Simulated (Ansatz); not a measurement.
`C[Si](F)(F)Cl` + HBr → `F[Si](F)(Cl)Br` + CH₄ at 400 K and 1 bar (ligand exchange at the Si–C bond).

Isolated molecules relaxed with PBE0-D4/def2-TZVP in Ansatz; ΔE leaves out vibrations. CBS: MP2 limit from def2 TZ/QZ plus the TZ coupled-cluster correction, frozen cores. This one scheme is used for every species. For Br outer-core shells are correlated without core-valence functions, which leaves a few kJ/mol of doubt a bond. Scalar relativity is left out up to krypton.

```json
{"species": "`C[Si](F)(F)Cl`", "CCSD(T)/CBS energy (Eh)": "-988.51588", "H − E (kJ/mol)": "148.2", "S (J/(mol·K))": "366.4"}
{"species": "HBr", "CCSD(T)/CBS energy (Eh)": "-2573.91920", "H − E (kJ/mol)": "27.6", "S (J/(mol·K))": "207.2"}
{"species": "`F[Si](F)(Cl)Br`", "CCSD(T)/CBS energy (Eh)": "-3522.00110", "H − E (kJ/mol)": "51.7", "S (J/(mol·K))": "366.5"}
{"species": "CH₄", "CCSD(T)/CBS energy (Eh)": "-40.46206", "H − E (kJ/mol)": "131.3", "S (J/(mol·K))": "197.2"}
```

H − E and S are ideal-gas, rigid-rotor, harmonic terms from PBE0-D4/def2-TZVP. 1 Eh = 2625.50 kJ/mol, R = 8.31446 J/(mol·K).

By hand: ΔE, ΔH, ΔS and ΔG.

ΔE = (-3522.00110) + (-40.46206) − (-988.51588) − (-2573.91920) = -0.02808 Eh = -73.7 kJ/mol. Δ(H − E) = 51.7 + 131.3 − 148.2 − 27.6 = 7.2, so ΔH = -66.5 kJ/mol. ΔS = 366.5 + 197.2 − 366.4 − 207.2 = -9.9 J/(mol·K). ΔG = -66.5 − 400 × (-9.9)/1000 = -62.5 kJ/mol.

By hand: the equilibrium constant, and the temperature at which ΔG would vanish if ΔH and ΔS stayed fixed.

log₁₀ K = −ΔG/(RT ln 10) = 8.2. ΔG = 0 at ΔH/ΔS = 6717 K, far beyond where these terms or the molecules hold.

The number of gas molecules stays the same, so ΔS is small and ΔH decides. A doubt of 5 kJ/mol in ΔE shifts log₁₀ K by 0.7 here. These are equilibria of isolated gas molecules and say nothing of rates. Largest T1 diagnostic: 0.011 (customary marks: 0.02 for closed shells, 0.045 for open ones).
